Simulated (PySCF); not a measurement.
Input for PySCF: R-MP2/6-31G* on GaGeH5 (SMILES [GaH2][GeH3]), a point of a torsion scan.

```python
from pyscf import gto, scf, dft, mp
from pyscf.data.elements import chemcore

mol = gto.M(
    atom='''
    Ga    1.41118199   -0.08250133   -0.00252032
    Ge   -1.00713716    0.09914556    0.02906447
    H     2.41317471    1.15206548    0.01317887
    H     2.19904581   -1.46276874   -0.05371518
    H    -1.59926970    1.20644722   -0.81444745
    H    -1.74618072   -1.11965300   -0.47669178
    H    -1.66089160    0.33586797    1.37324762
    ''',
    basis='6-31g*',
    cart=True,
    charge=0, spin=0, verbose=3, max_memory=1800)
mf = scf.RHF(mol)
mf.conv_tol = 1e-8
mf.max_cycle = 100
mf.kernel()
if not mf.converged:
    mf = mf.newton().run(mf.mo_coeff, mf.mo_occ)
pt = mp.MP2(mf, frozen=chemcore(mol)).run()
```

It printed:

```
converged SCF energy = -4000.92149111207
E(RMP2) = -4001.42156700801  E_corr = -0.500075895946089
E(SCS-RMP2) = -4001.38668820818  E_corr = -0.465197096113641
```

The calculation finished and met its thresholds.

Cost: very roughly 3 core-seconds.
